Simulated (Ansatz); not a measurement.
Consider the formal exchange of groups at the Si–Si bond: `O[SiH2][SiH](Cl)Cl` + `O[SiH2]F` → `O[SiH](F)[SiH](Cl)Cl` + silanol.

Program: Ansatz. Geometries: PBE0-D4/def2-TZVP. ΔE: electronic, gas phase. CBS: MP2 limit from def2 TZ/QZ plus the TZ coupled-cluster correction, frozen cores. Functionals use def2-TZVPP. B3LYP here is the variant with VWN-RPA as its local correlation; programs differ in this. Each species was taken in one conformer, which may not be the lowest.

```
          level  ΔE (kcal/mol)  difference from CCSD(T)/CBS
         PBE-D4            1.5                         -0.6
      revPBE-D4            1.2                         -0.9
       B3LYP-D4            1.5                         -0.6
     r2SCAN0-D4            1.9                         -0.2
         B2PLYP            2.0                         -0.1
            PBE            1.7                         -0.4
          BHLYP            2.1                          0.0
 MP2/def2-TZVPP            2.2                          0.1
CCSD/def2-TZVPP            2.2                          0.1
  MP2/CBS(def2)            2.2                          0.1
    CCSD(T)/CBS            2.1                            0
```

Largest T1 diagnostic among the species: 0.011.

Leaving LDA and LC-ωPBE aside and taking each functional with its dispersion term where it has one, the values, not all of them listed here, spread over 1.0 kcal/mol, from BLYP-D4 to PBE-QIDH.
